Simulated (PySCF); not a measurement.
## The second ionisation energy along the halogens

Calculated with PySCF 2.14 from differences of total energies of unrestricted determinants, without spin-orbit coupling. Values in eV. The last column holds reference values (NIST; (s) semi-empirical, (t) theoretical, else measured). Unmarked ones compare directly (S terms, centres of terms, or small fine structure); those marked * lie between the lowest fine-structure levels and include a spin-orbit shift.

```csv
element,configurations,UHF,MP2 (valence),SCS-MP2 (valence),CCSD (valence),CCSD(T) (valence),reference
"F (pcseg-2, non-relativistic)",[He] 2s2 2p4 → [He] 2s2 2p3,33.453,34.610,34.694,34.651,34.673,34.950
"Cl (pcseg-2, non-relativistic)",[Ne] 3s2 3p4 → [Ne] 3s2 3p3,22.591,23.311,23.388,23.413,23.434,23.771
"Br (pcseg-2, non-relativistic)",[Ar] 3d10 4s2 4p4 → [Ar] 3d10 4s2 4p3,20.276,20.949,21.016,21.068,21.092,21.409
```

```tsv
method	elements	mean error (eV)	mean absolute error (eV)	largest error (eV)
UHF	3	-1.270	1.270	-1.497
MP2 (valence)	3	-0.420	0.420	-0.460
SCS-MP2 (valence)	3	-0.344	0.344	-0.392
CCSD (valence)	3	-0.333	0.333	-0.358
CCSD(T) (valence)	3	-0.310	0.310	-0.337
```

Errors include the incompleteness of the basis and the frozen core.

"Valence" correlates the outer s and p shells and, in groups 3 to 12 and the f block, the outer d or f shell, open or full, or the next shell where the ion has no valence electron left; the wider scheme adds the next inner shell.
